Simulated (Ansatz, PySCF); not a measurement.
Noncovalent pair: BrH3Sn (SMILES [Br][SnH3]) (first 5 atoms) with NH3 (SMILES N); geometry from B3LYP-D3(BJ)/def2-TZVP, rigid monomers moved along the line of their centres of mass till Sn2···N6 is 2.75 Å.
(charge 0, multiplicity 1):
```xyz
9

Br     2.33329    -0.32594     0.97761
Sn     0.43826     1.06202     0.04340
H      1.13794     1.63114    -1.42276
H      0.13736     2.38632     1.06829
H     -0.88335     0.05541    -0.32376
N     -0.40721     0.00388     2.43501
H     -1.32964     0.17986     2.81734
H     -0.29517    -0.99880     2.33454
H      0.27845     0.31012     3.11617
```

Interaction energies are E(AB) − E(A) − E(B) at the monomers' geometry in the complex; basis-set methods are counterpoise corrected.

Cores are frozen in the correlated methods. Filled d and f shells under p-block atoms count as core. CBS(a, b) extrapolates the correlation energy as X⁻³ and adds the Hartree–Fock energy of set b.

Programs: Ansatz (Gaussian orbitals); PySCF for the dispersion terms. Each number belongs to the level named beside it. In def2 rows elements past Kr take small-core potentials, without spin–orbit coupling.

PBE/def2-TZVPPD gives -11.8 kJ/mol for the interaction energy.

Task: How do the other levels lie against it? Give each less PBE: PBE-D3(BJ)/def2-TZVPPD, r2SCAN/def2-TZVPPD, PBE0/def2-TZVPPD, wB97M-V/def2-TZVPPD, MP2/CBS(def2-SVPD, def2-TZVPPD), CCSD(T)/CBS(def2-SVPD, def2-TZVPPD).

Result: PBE-D3(BJ)/def2-TZVPPD -8.2; r2SCAN/def2-TZVPPD -7.8; PBE0/def2-TZVPPD -3.0; wB97M-V/def2-TZVPPD -10.8; MP2/CBS(def2-SVPD, def2-TZVPPD) -8.4; CCSD(T)/CBS(def2-SVPD, def2-TZVPPD) -6.3 kJ/mol. 0 of 6 lie above PBE; the widest gap is to wB97M-V/def2-TZVPPD.

Ansatz is an electronic-structure program.
